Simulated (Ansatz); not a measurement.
Computed with Ansatz on PBE0-D4/def2-TZVP structures; ΔE is electronic, products minus reactants. CCSD(T)/CBS adds triple-zeta CCSD(T) − MP2 to the extrapolated MP2 energy (def2 sets, frozen cores). This one scheme is used for every species. One conformer a species, not always the lowest.

Consider the formal exchange of groups at a C–Al bond: `C=[C](O)[AlH2]` + CH₃OH → `C=C(O)CO` + `[AlH3]`.

```tsv
species	MP2/def2-TZVPP energy (Eh)
`C=[C](O)[AlH2]`	-396.09605
CH₃OH	-115.52185
`C=C(O)CO`	-267.87845
`[AlH3]`	-243.73557
```

Question: Work out ΔE.

Answer: ΔE = (-267.87845) + (-243.73557) − (-396.09605) − (-115.52185) = 0.00388 Eh = +10.2 kJ/mol. CCSD(T)/CBS gives +13.0 kJ/mol.

Largest T1 diagnostic among the species: 0.013.

From PBE to PBE0 (25 % exact exchange), in def2-TZVPP and without D4, ΔE moves by −3.4 kJ/mol.
